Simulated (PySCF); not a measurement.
# How methods differ on the ionisation energy of Sn

Sn [Kr] 4d10 5s2 5p2 (3P) → Sn⁺ [Kr] 4d10 5s2 5p1 (2P), as a difference of total energies. Computed with PySCF 2.14 in dyall-av2z (22s16p12d, 130 functions), with no relativity, point nucleus. Correlated levels: valence: [Kr] 4d10 frozen; virtual orbitals above 40 to 60 times the deepest correlated orbital energy dropped. The calculations carry no spin-orbit coupling.

```json
{"method": "UHF", "ionisation energy (eV)": "6.915", "difference from reference (eV)": "-0.474"}
{"method": "MP2 (valence)", "ionisation energy (eV)": "7.147", "difference from reference (eV)": "-0.242"}
{"method": "SCS-MP2 (valence)", "ionisation energy (eV)": "7.087", "difference from reference (eV)": "-0.302"}
{"method": "CCSD (valence)", "ionisation energy (eV)": "7.172", "difference from reference (eV)": "-0.217"}
{"method": "CCSD(T) (valence)", "ionisation energy (eV)": "7.185", "difference from reference (eV)": "-0.204"}
```

Reference: 7.389 eV (measured; NIST levels, between the centres of gravity of the two terms).

These non-relativistic numbers lack the scalar-relativistic shift.
